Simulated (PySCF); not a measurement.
Nb(F)4(Me) (CH₃F₄Nb), SMILES [CH3][Nb]([F])([F])([F])[F], multiplicity 1.

Geometry optimised at r2SCAN-D4/def2-SVP. The multiplicity is an assumed one; no other spin state was optimised. The structure was generated by enumeration; whether it is a known compound was not checked. The def2 effective core potentials stand for the cores of Nb; spin–orbit coupling is left out.

Method: PBE/def2-TZVP (PySCF).

Isolated molecule, no solvent.

total energy: -496.32601 hartree
highest occupied level: -8.02 eV
lowest empty level: -3.94 eV
orbital gap: 4.08 eV
dipole moment: 0.331 e·Å
quadrupole, principal values (traceless, Buckingham form, about the centre of nuclear charge): -6.60, -1.30, 7.90 D·Å
mean static polarisability: 55.4 bohr³ (8.21 Å³)
polarisability, principal values: 49.5, 53.6, 63.2 bohr³
